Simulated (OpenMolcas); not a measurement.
Mo²⁺: effect of the basis set

```yaml
Program: OpenMolcas
Method: CASSCF
Active_space: 4 electrons in 6 orbitals (4d 5s)
State_averaging: 2S+1 = 5 even, 15 roots; 2S+1 = 3 even, 95 roots kept (CI in the orbitals of an earlier block); 2S+1 = 1 even, 90 roots kept (CI in the orbitals of an earlier block)
Spin-orbit_coupling: RASSI with atomic mean-field integrals over the reference wave functions, term energies averaged over their components
```

A. ANO-RCC-VDZP [6s5p3d1f], DKH2, point nucleus; cost about 90 core-seconds
B. ANO-R2 [7s5p4d2f1g], X2C, finite nucleus; cost about 110 core-seconds
C. ANO-RCC-VTZP [7s6p4d2f1g], DKH2, point nucleus; cost roughly 40 core-seconds
D. ANO-R3 [8s6p5d3f2g1h], X2C, finite nucleus; cost of the order of 60 core-seconds
E. ANO-RCC-VQZP [8s7p5d3f2g1h], DKH2, point nucleus; cost roughly 70 core-seconds

Energies in cm⁻¹ above 4d⁴ ⁵D₀, the measured ground level; measured values from Sugar and Musgrove, J. Phys. Chem. Ref. Data 17, 155 (1988).

```csv
Level,A,B,C,D,E,Measured
4d⁴ ⁵D₀,0.0,0.0,0.0,0.0,0.0,0.0
4d⁴ ⁵D₁,250,237,233,230,233,242
4d⁴ ⁵D₂,701,668,658,649,659,668
4d⁴ ⁵D₃,1302,1243,1228,1212,1229,1224
4d⁴ ⁵D₄,2013,1927,1909,1883,1908,1872
4d⁴ ³P₀(1),14993,14767,15253,14995,15017,11149
4d⁴ ³H₄,15792,15886,16154,16097,16087,12680
4d⁴ ³P₁(1),16322,16019,16497,16213,16255,12510
4d⁴ ³H₅,16361,16425,16682,16618,16616,13276
4d⁴ ³H₆,16896,16938,17190,17120,17124,13811
4d⁴ ³F₂(1),17832,17705,18094,17903,17927,13929
4d⁴ ³F₃(1),17843,17756,18133,17961,17979,13948
4d⁴ ³F₄(1),18135,18033,18400,18228,18250,14296
4d⁴ ³P₂(1),18388,17999,18468,18156,18221,14358
4d⁴ ³G₃,20091,20069,20403,20276,20289,15871
4d⁴ ³G₄,20565,20544,20875,20749,20764,16283
4d⁴ ³G₅,20964,20938,21258,21133,21152,16714
4d⁴ ¹I₆,24517,24664,25022,24956,24946,20290
4d⁴ ³D₃,25345,25344,25767,25615,25622,19488
4d⁴ ³D₂,25443,25413,25853,25685,25696,19577
4d⁴ ³D₁,25784,25754,26174,26009,26025,
4d⁴ ¹G₄(1),26045,26102,26523,26394,26402,20612
4d⁴ ¹D₂(1),29744,29257,29978,29536,29611,22806
4d⁴ ¹S₀(1),29877,30005,30499,30369,30365,22990
```

Deviations, from unrounded energies. A percentage is the sum of absolute deviations over the sum of measured energies, with the sign that they share, or ± where signs differ.

```json
{"Against measurement": "mean absolute deviation (cm-1)", "Levels": "22", "A": "3700", "B": "3600", "C": "3900", "D": "3800", "E": "3800"}
{"Against measurement": "fine structure of the ground term (%)", "Levels": "4", "A": "+6.5", "B": "±2.0", "C": "±1.5", "D": "±1.4", "E": "±1.5"}
{"Against measurement": "other terms of the ground configuration (%)", "Levels": "18", "A": "+27.3", "B": "+26.9", "C": "+29.4", "D": "+28.3", "E": "+28.4"}
```

A, B lie about equally close to measurement and C furthest from it. The largest miss of B in the table is 4d⁴ ¹S₀(1), by +7000 cm-1. The ranking rests on the paired levels alone, and a cruder setting can come out closer through cancelling errors.

Among A to E the level of the table that moves most is 4d⁴ ¹D₂(1), by 720 cm-1 (lowest in B, highest in C).

Without dynamic correlation excited terms often stand tens of per cent too high (terms of higher spin than the ground term too low), and those without a measured partner can miss by more than the paired ones. Some levels mix across a computed gap that differs much from the measured one, so their mixing is not that of the real levels. Terms from blocks run as CI alone lack orbitals of their own. Configurations are named by rounded mean occupations; where the s occupation lies near a half they are strongly mixed, a name can repeat and a true partner stay unpaired. Computed and measured levels are paired by configuration, term and J; levels that our copy of the source lacks, or whose pairing is in doubt (as where it misses far off the trend of its configuration), stay unpaired and out of the deviations. Levels of configurations outside the active space are missing. Levels that lie high or do not pair safely by name in every column are left out.

A number in round brackets counts repeated terms of one configuration in the order of the reference energies.
